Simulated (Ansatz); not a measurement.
Pt₃. The state is a triplet with charge 0. Geometry PBE-D4/def2-TZVP.

```xyz
3

Pt    0.969    0.946    0.503
Pt   -1.402    0.171    0.305
Pt    0.432   -1.117   -0.808
```

In the def2 sets Pt takes a core potential; there is no spin–orbit coupling. LC-ωPBE has ω = 0.4 bohr⁻¹. B3LYP takes the VWN-RPA correlation. HSE06 is defined as in plane-wave codes, on full-range PBE exchange. At LDA (SPW92)/def2-TZVP the gap within one spin of the charge 0 triplet nearly closes, so an electron or hole may be smeared out by delocalisation error. At PBE0-D4/def2-TZVP a broken-symmetry singlet of charge 0 lies 0.14 eV below the triplet, each at its own geometry. The structure comes from a short search, and lower isomers may exist.

Estimate the α-spin orbital energies around the gap (eV) in Ansatz with LDA (SPW92)/def2-TZVP, r2SCAN-D4/def2-TZVP, B3LYP-D4/def2-TZVP, HSE06-D4/def2-TZVP, LC-ωPBE/def2-TZVP.


```json
{"orbital": "HOMO−9", "LDA (SPW92)/def2-TZVP": "-7.07", "r2SCAN-D4/def2-TZVP": "-7.16", "B3LYP-D4/def2-TZVP": "-7.67", "HSE06-D4/def2-TZVP": "-7.42", "LC-ωPBE/def2-TZVP": "-10.26"}
{"orbital": "HOMO−8", "LDA (SPW92)/def2-TZVP": "-6.44", "r2SCAN-D4/def2-TZVP": "-6.34", "B3LYP-D4/def2-TZVP": "-7.15", "HSE06-D4/def2-TZVP": "-6.96", "LC-ωPBE/def2-TZVP": "-9.69"}
{"orbital": "HOMO−7", "LDA (SPW92)/def2-TZVP": "-6.00", "r2SCAN-D4/def2-TZVP": "-5.92", "B3LYP-D4/def2-TZVP": "-6.92", "HSE06-D4/def2-TZVP": "-6.96", "LC-ωPBE/def2-TZVP": "-9.67"}
{"orbital": "HOMO−6", "LDA (SPW92)/def2-TZVP": "-6.00", "r2SCAN-D4/def2-TZVP": "-5.92", "B3LYP-D4/def2-TZVP": "-6.91", "HSE06-D4/def2-TZVP": "-6.74", "LC-ωPBE/def2-TZVP": "-9.44"}
{"orbital": "HOMO−5", "LDA (SPW92)/def2-TZVP": "-5.69", "r2SCAN-D4/def2-TZVP": "-5.81", "B3LYP-D4/def2-TZVP": "-6.64", "HSE06-D4/def2-TZVP": "-6.55", "LC-ωPBE/def2-TZVP": "-9.14"}
{"orbital": "HOMO−4", "LDA (SPW92)/def2-TZVP": "-5.58", "r2SCAN-D4/def2-TZVP": "-5.54", "B3LYP-D4/def2-TZVP": "-6.50", "HSE06-D4/def2-TZVP": "-6.21", "LC-ωPBE/def2-TZVP": "-8.95"}
{"orbital": "HOMO−3", "LDA (SPW92)/def2-TZVP": "-5.58", "r2SCAN-D4/def2-TZVP": "-5.54", "B3LYP-D4/def2-TZVP": "-6.08", "HSE06-D4/def2-TZVP": "-5.76", "LC-ωPBE/def2-TZVP": "-8.62"}
{"orbital": "HOMO−2", "LDA (SPW92)/def2-TZVP": "-5.49", "r2SCAN-D4/def2-TZVP": "-5.44", "B3LYP-D4/def2-TZVP": "-6.02", "HSE06-D4/def2-TZVP": "-5.75", "LC-ωPBE/def2-TZVP": "-8.43"}
{"orbital": "HOMO−1", "LDA (SPW92)/def2-TZVP": "-5.49", "r2SCAN-D4/def2-TZVP": "-5.44", "B3LYP-D4/def2-TZVP": "-5.98", "HSE06-D4/def2-TZVP": "-5.65", "LC-ωPBE/def2-TZVP": "-8.42"}
{"orbital": "HOMO", "LDA (SPW92)/def2-TZVP": "-5.25", "r2SCAN-D4/def2-TZVP": "-5.24", "B3LYP-D4/def2-TZVP": "-5.84", "HSE06-D4/def2-TZVP": "-5.63", "LC-ωPBE/def2-TZVP": "-8.22"}
{"orbital": "LUMO", "LDA (SPW92)/def2-TZVP": "-4.34", "r2SCAN-D4/def2-TZVP": "-3.80", "B3LYP-D4/def2-TZVP": "-3.49", "HSE06-D4/def2-TZVP": "-3.61", "LC-ωPBE/def2-TZVP": "-1.16"}
{"orbital": "LUMO+1", "LDA (SPW92)/def2-TZVP": "-4.34", "r2SCAN-D4/def2-TZVP": "-3.80", "B3LYP-D4/def2-TZVP": "-3.25", "HSE06-D4/def2-TZVP": "-3.25", "LC-ωPBE/def2-TZVP": "-0.71"}
{"orbital": "LUMO+2", "LDA (SPW92)/def2-TZVP": "-1.56", "r2SCAN-D4/def2-TZVP": "-1.04", "B3LYP-D4/def2-TZVP": "-0.89", "HSE06-D4/def2-TZVP": "-0.96", "LC-ωPBE/def2-TZVP": "1.15"}
{"orbital": "LUMO+3", "LDA (SPW92)/def2-TZVP": "-1.03", "r2SCAN-D4/def2-TZVP": "-0.37", "B3LYP-D4/def2-TZVP": "-0.32", "HSE06-D4/def2-TZVP": "-0.45", "LC-ωPBE/def2-TZVP": "1.79"}
{"orbital": "LUMO+4", "LDA (SPW92)/def2-TZVP": "-0.59", "r2SCAN-D4/def2-TZVP": "-0.03", "B3LYP-D4/def2-TZVP": "0.12", "HSE06-D4/def2-TZVP": "0.06", "LC-ωPBE/def2-TZVP": "2.37"}
{"orbital": "LUMO+5", "LDA (SPW92)/def2-TZVP": "-0.59", "r2SCAN-D4/def2-TZVP": "-0.03", "B3LYP-D4/def2-TZVP": "0.26", "HSE06-D4/def2-TZVP": "0.23", "LC-ωPBE/def2-TZVP": "2.58"}
{"orbital": "β HOMO", "LDA (SPW92)/def2-TZVP": "-5.16", "r2SCAN-D4/def2-TZVP": "-4.98", "B3LYP-D4/def2-TZVP": "-5.69", "HSE06-D4/def2-TZVP": "-5.43", "LC-ωPBE/def2-TZVP": "-8.12"}
{"orbital": "β LUMO", "LDA (SPW92)/def2-TZVP": "-5.09", "r2SCAN-D4/def2-TZVP": "-4.63", "B3LYP-D4/def2-TZVP": "-4.06", "HSE06-D4/def2-TZVP": "-4.10", "LC-ωPBE/def2-TZVP": "-1.09"}
```
